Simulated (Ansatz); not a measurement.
The inner images of a band of CH4BFO (8 atoms, charge 0, multiplicity 1) are given out of order.

Computed with Ansatz, RKS PBE0-D4/def2-SVP.

First end point:

```xyz
8
Properties=species:S:1:pos:R:3
O -0.782 1.367 -0.589
B -0.029 0.766 0.345
C 0.329 -0.760 0.154
F -0.236 -1.227 -1.029
H -1.006 0.731 -1.286
H 0.347 1.413 1.295
H -0.045 -1.373 0.995
H 1.422 -0.918 0.114
```

Last end point:

```xyz
8
Properties=species:S:1:pos:R:3
O -0.799 1.429 -0.556
B -0.030 0.738 0.311
C 0.300 -0.793 0.085
F 1.098 -1.325 1.069
H -1.118 0.917 -1.308
H 0.392 1.349 1.264
H 0.798 -0.935 -0.896
H -0.641 -1.380 0.032
```

Task: Put them in order from the first end to the last, with their energies above the first end.
A.
```xyz
8
Properties=species:S:1:pos:R:3
O -0.901 1.428 -0.449
B 0.031 0.753 0.251
C 0.281 -0.805 0.079
F 1.633 -1.079 0.034
H -1.354 0.891 -1.109
H 0.664 1.386 1.063
H -0.199 -1.241 -0.820
H -0.156 -1.333 0.951
```
B.
```xyz
8
Properties=species:S:1:pos:R:3
O -0.832 1.432 -0.522
B -0.012 0.740 0.295
C 0.298 -0.796 0.074
F 1.455 -1.198 0.701
H -1.157 0.930 -1.278
H 0.439 1.341 1.242
H 0.359 -1.068 -0.999
H -0.551 -1.380 0.487
```
C.
```xyz
8
Properties=species:S:1:pos:R:3
O -0.987 1.388 -0.350
B 0.075 0.772 0.198
C 0.296 -0.805 0.111
F 1.383 -1.038 -0.717
H -1.588 0.789 -0.809
H 0.880 1.485 0.752
H -0.576 -1.357 -0.292
H 0.516 -1.234 1.107
```
D.
```xyz
8
Properties=species:S:1:pos:R:3
O -0.943 1.328 -0.445
B 0.063 0.787 0.265
C 0.366 -0.769 0.140
F 0.296 -1.148 -1.195
H -1.393 0.679 -1.002
H 0.679 1.535 0.989
H -0.408 -1.339 0.693
H 1.340 -1.075 0.556
```
E.
```xyz
8
Properties=species:S:1:pos:R:3
O -1.027 1.344 -0.299
B 0.103 0.788 0.173
C 0.337 -0.793 0.133
F 0.880 -1.081 -1.114
H -1.666 0.704 -0.634
H 0.940 1.559 0.584
H -0.601 -1.372 0.246
H 1.035 -1.148 0.910
```
F.
```xyz
8
Properties=species:S:1:pos:R:3
O -0.880 1.338 -0.515
B 0.024 0.780 0.307
C 0.358 -0.757 0.140
F 0.016 -1.176 -1.141
H -1.204 0.690 -1.157
H 0.518 1.476 1.164
H -0.246 -1.339 0.865
H 1.413 -1.012 0.338
```
G.
```xyz
8
Properties=species:S:1:pos:R:3
O -0.990 1.330 -0.376
B 0.089 0.791 0.218
C 0.356 -0.783 0.143
F 0.585 -1.118 -1.187
H -1.553 0.684 -0.820
H 0.825 1.568 0.782
H -0.527 -1.355 0.492
H 1.215 -1.116 0.748
```

Result: F (+1.3 kcal/mol), D (+4.4 kcal/mol), G (+7.1 kcal/mol), E (+8.0 kcal/mol), C (+7.4 kcal/mol), A (+6.3 kcal/mol), B (+5.5 kcal/mol).

The run took 5.1 min on 1 thread of Intel(R) Xeon(R) Platinum 8175M CPU @ 2.50GHz (Skylake/Cascade Lake), on a shared host, peak memory 0.24 GiB.
